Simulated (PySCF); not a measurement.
## Checking a proposed structure

A compound C₇H₁₄Si₂ gives the data below (simulated from a calculation) and was assigned the structure `[SiH3]CC1=C[SiH2][C@H]2C[C@@H]1C2`.

¹³C{¹H} NMR (computed): δ 159.3 (C), 150.6 (C), 18.0 (CH2), 17.5 (CH2), 14.8 (CH), 8.8 (CH2, 2C).

¹H NMR (600 MHz, computed): δ 4.66 (m, 2H), 3.95 (t, 3H), 2.17 (q, 2H), 1.68 (m, 2H), 1.47 (m, 1H), 0.71 (m, 2H), 0.23 (m, 2H).

Theoretical values (PySCF 2.14): NMR shieldings at PBE0/pcSseg-1/GIAO, GFN2-xTB geometry. A single conformation, non-relativistic Hamiltonian, equivalent nuclei averaged, in vacuum.

Scale: TMS for ¹H (31.72 ppm), ¹³C (186.93 ppm) (reference shieldings calculated alike).

**Question.** Compare with the shifts computed for the proposed structure, pairing carbons in order of shift.

**Answer.** Mapped SMILES: `[SiH3:1][CH2:2][C:3]1=[CH:4][SiH2:5][C@H:6]2[CH2:7][C@@H:8]1[CH2:9]2`; H(Xn) means a hydrogen on atom n.

| atom | computed for proposal | given list | difference |
| --- | --- | --- | --- |
| C3 | 182.8 | 159.3 | +23.5 |
| C4 | 109.6 | 150.6 | -41.0 |
| C8 | 41.6 | 18.0 | +23.6 |
| C7 | 36.4 | 17.5 | +18.9 |
| C9 | 36.4 | 14.8 | +21.6 |
| C2 | 30.2 | 8.8 | +21.4 |
| C6 | 16.1 | 8.8 | +7.3 |

The rms difference is 24.3 ppm and the largest -41.0 ppm at C4 (alkene CH). The carbon types in order of shift don't match either: C, CH, CH, CH2, CH2, CH2, CH for the proposal against C, C, CH2, CH2, CH, CH2, CH2 in the data. The proposal doesn't fit.

**Question.** Which isomer fits?

**Answer.** `[SiH3]CC1=C(C2CC2)[SiH2]C1`.

- Carbon types of the structure: 2 × C, 1 × CH, 4 × CH2, leaving 5 H on heteroatoms.
- δC 159.3, 150.6: fully substituted alkene carbon; an sp2 carbon of a C=C bond.
- δC 14.8, 8.8: three-membered-ring carbon; carbons of three-membered rings are unusually shielded.
- δH 2.17, 1.68: hydrogen on an allylic sp3 CH2 bonded to Si; allylic position.
- δH 1.47, 0.71, 0.23: hydrogen on a three-membered-ring carbon; cyclopropane-type protons are shielded by the ring.

Other isomers checked: C=C[SiH2][C@@H](C)C1=C[SiH2]C1 (rms 63.9 ppm).

This is the structure that produced the data.

Shifts are as computed. Against solution values, carbons near 30 ppm lie about +3 ppm off and those near 130 ppm about +5 ppm. Of 1211 compounds with measured shifts, 218 miss one by over three times the rms of a fit or turn the order of signals round; such compounds aren't used in these exercises. Multiplicities follow the n + 1 count of equivalent neighbours, as no J values were calculated; m marks all less simple cases, F and P coupling included.
